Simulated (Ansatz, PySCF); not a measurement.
Process, species as SMILES: C[O][GeH2][O]C [dimethoxygermane] + 4 [H][H] (H2) -> 2 C (CH4) + [GeH4] (GeH4) + 2 O (H2O)
Geometries: B3LYP-D3(BJ)/def2-TZVP minima from Ansatz (an electronic-structure program), one conformer each, not searched for the lowest. Frequencies are from Ansatz or PySCF.

Property: energy of full hydrogenation (0 K, with B3LYP-D3(BJ) harmonic zero-point energies), in eV. Correlated levels leave the core frozen unless marked. No spin-orbit coupling. Frozen are the shells of the preceding noble gas and the d and f shells that filled before the atom's block. No relativistic terms. CBS(X,Y): correlation extrapolated as X^-3; Hartree-Fock from the larger set.

| level | program | energy of full hydrogenation (eV) |
|---|---|---|
| r2SCAN-D4/def2-TZVPD | Ansatz + dftd4 | -1.57 |
| PBE0-D3(BJ)/def2-TZVP | Ansatz + dftd3 | [?] |
| r2SCANh-D4/def2-TZVPD | Ansatz + dftd4 | -1.65 |
| LC-wPBE-D4/def2-TZVPD | Ansatz + dftd4 | [?] |
| B2PLYP/def2-TZVPD | Ansatz | -1.62 |
| SCS-MP2/aug-cc-pVDZ | Ansatz | -1.86 |
| SCS-MP2/aug-cc-pVTZ | Ansatz | -1.53 |
| CCSD(T)/CBS(cc-pVTZ,cc-pVQZ) | Ansatz | -1.60 |

**Question.** Some entries are withheld; supply them.

**Answer.** 
- PBE0-D3(BJ)/def2-TZVP, energy of full hydrogenation (eV): -1.71
- LC-wPBE-D4/def2-TZVPD, energy of full hydrogenation (eV): -1.75
